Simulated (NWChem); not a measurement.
Species: SbI₃; SMILES [I][Sb]([I])[I]

All runs: NWChem. All runs use the structure optimised with PBE0/def2-SVP. No frequency run checked for a minimum. def2 effective core potentials on Sb, I; no spin-orbit coupling. Ions are spin-unrestricted doublets at the neutral geometry; other ion states weren't tried.

Question: Estimate the computed values for PBE0/def2-SVP. Quantities: −ε(HOMO) (eV).

Answer: 
```yaml
"−ε(HOMO) (eV)": 7.51
```
